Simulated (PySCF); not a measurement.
# Te(2+): ionisation energy

Te(2+) [Kr] 4d10 5s2 5p2 (3P) → Te(3+) [Kr] 4d10 5s2 5p1 (2P), as a difference of total energies. Calculation: PySCF 2.14, in aug-cc-pwCVTZ-PP with ECP28MDF; a scalar-relativistic core potential. Correlated levels: valence: 4s2 4p6 4d10 frozen. The calculations carry no spin-orbit coupling.

```json
{"method": "UHF", "ionisation energy (eV)": "26.969"}
{"method": "MP2 (valence)", "ionisation energy (eV)": "27.317"}
{"method": "SCS-MP2 (valence)", "ionisation energy (eV)": "27.253"}
{"method": "CCSD (valence)", "ionisation energy (eV)": "27.354"}
{"method": "CCSD(T) (valence)", "ionisation energy (eV)": "27.375"}
```

How much does correlation contribute at CCSD(T) (valence)?

27.375 − (26.969) = 0.406 eV, measured against UHF.

The reference lies between the lowest fine-structure levels, while these numbers refer to the centres of the terms.

Errors of the correlated levels include the incompleteness of this basis and the frozen core.

For comparison: 27.84 ± 0.04 eV (measured; NIST Atomic Spectra Database, ionization energies).
